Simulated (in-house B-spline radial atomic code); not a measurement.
# RPA and G0W0 on LDA VWN5: F²⁺

Configuration [He] 2s2 2p3, highest spin, mean-field start LDA VWN5. Computed with a B-spline radial code for spherical atoms: all electrons, scalar-relativistic (spin-free one-electron X2C), finite nucleus, each spin shell either full or empty, empty states to l = 9 with an (l + 1/2)⁻⁴ tail; G0W0 by contour deformation at full frequency.

Command:
```bash
python run_gw.py task.json out
```
Settings (radii: box in bohr, nucleus in fm):
```
Z                        9
electrons                7
configuration            [He] 2s2 2p3
hamiltonian              x2c
method                   lda,vwn
lmax                     9
rms_radius               2.8976
spin_polarised           True
box_radius               17.55
intervals                71
```

Cost of the run: 1.2 s on 1 thread of Arm Neoverse V2, on a shared host.

Energies (hartree):

```tsv
term	value
mean-field total	-97.24571
Hartree-Fock functional on these orbitals	-97.69400
direct second order	-0.41664
second-order exchange	0.19664
SOSEX correction	0.17228
```

**Question.** What is the RPA correlation energy, and what remains with SOSEX?

**Answer.** RPA gives -0.35915 hartree (-1.4 eV per electron); RPA + SOSEX gives -0.18686, and the second-order doubles -0.21999 hartree (no singles). SOSEX takes back 48 % of the RPA value.

Quasi-particle levels (eV):

| level | occupied | mean field | Σx - vxc | Σc | QP weight | G0W0 |
| --- | --- | --- | --- | --- | --- | --- |
| 2p up | yes | -51.60 | -12.47 | ? | ? | ? |
| 2s down | yes | -63.15 | -8.05 | -1.71 | 0.935 | -72.90 |
| 2p down | no | -44.43 | 13.35 | -4.39 | 0.938 | -35.47 |

G0W0 = mean field + (Σx - vxc) + Σc, with Σc (partial-wave tail included) taken at the quasi-particle energy. Levels of low weight are left out.

**Question.** Where does G0W0 put 2p up?

**Answer.** At -62.26 eV, with Σc = 1.81 eV and a quasi-particle weight of 0.923. The tabulated removal energy is 62.708 eV (NIST, semi-empirical).
